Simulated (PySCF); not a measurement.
**Low-lying terms of I⁷⁺ (iodine, charge +7)**

Ground state [Kr] 4d10, ¹S. Computed with PySCF 2.14 in x2c-SVPall with two added diffuse shells each of s, p type (8s7p3d, 44 functions), with scalar relativity by spin-free X2C-1e. Vertical excitation energies in eV without spin-orbit coupling; excited terms of each kind are numbered among those the solver found. Frozen: [Kr].

```tsv
term	leading excitation	EOM-EE-CCSD
1 3D	4d → s	50.433
1 1D	4d → s	51.263
1 3P°	4d → p	64.332
1 3F°	4d → p	65.074
1 1F°	4d → p	65.594
1 1D°	4d → p	66.350
1 3D°	4d → p	66.352
1 1P°	4d → p	66.396
1 3G	4d → d	89.484
1 1P	4d → d	89.523
1 1G	4d → d	89.598
2 1D	4d → d	90.013
```

The spin-orbit splitting of the hole, absent here, rivals or exceeds the spacing of these terms, so the LS terms are model states.

The solver can miss terms.
